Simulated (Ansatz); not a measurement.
`CS[SiH](C)Cl` and `BN[SiH](C)Cl` differ in one atom or group.

Ansatz, PBE0-D4/def2-TZVP geometries, multiplicity 1. Each molecule was computed in one conformer, which needn't be the lowest.

```
                                        property  `CS[SiH](C)Cl`
              HOMO energy (PBE0/def2-TZVPP) / eV           -7.12
            HOMO–LUMO gap (PBE0/def2-TZVPP) / eV            7.21
size of the dipole moment (B3LYP/def2-TZVPP) / D            1.08
               HOMO energy (PBE/def2-TZVPP) / eV           -5.90
              LUMO energy (PBE0/def2-TZVPP) / eV            0.09
  size of the dipole moment (PBE/def2-TZVPP) / D            1.02
```

(1) What does the change do to each property? (An estimate is asked.)

Answers

(1) Ansatz gave: 
```json
{"property": "HOMO energy (PBE0/def2-TZVPP) / eV", "`BN[SiH](C)Cl`": "-8.66", "shift": "-1.54"}
{"property": "HOMO–LUMO gap (PBE0/def2-TZVPP) / eV", "`BN[SiH](C)Cl`": "8.27", "shift": "1.06"}
{"property": "size of the dipole moment (B3LYP/def2-TZVPP) / D", "`BN[SiH](C)Cl`": "1.18", "shift": "0.10"}
{"property": "HOMO energy (PBE/def2-TZVPP) / eV", "`BN[SiH](C)Cl`": "-7.35", "shift": "-1.45"}
{"property": "LUMO energy (PBE0/def2-TZVPP) / eV", "`BN[SiH](C)Cl`": "-0.40", "shift": "-0.49"}
{"property": "size of the dipole moment (PBE/def2-TZVPP) / D", "`BN[SiH](C)Cl`": "1.12", "shift": "0.10"}
```

With PBE0 the HOMO falls by 1.54 eV and the LUMO falls by 0.49 eV, so the gap widens by about 1.05 eV. PBE moves the HOMO by -1.45 eV and ωB97M-V by -1.61 eV. Dipoles are sizes alone; their direction can turn.

Positive LUMOs are unbound, so they and the gaps depend on the basis.

B3LYP here is the variant with VWN-RPA as its local correlation; programs differ in this.
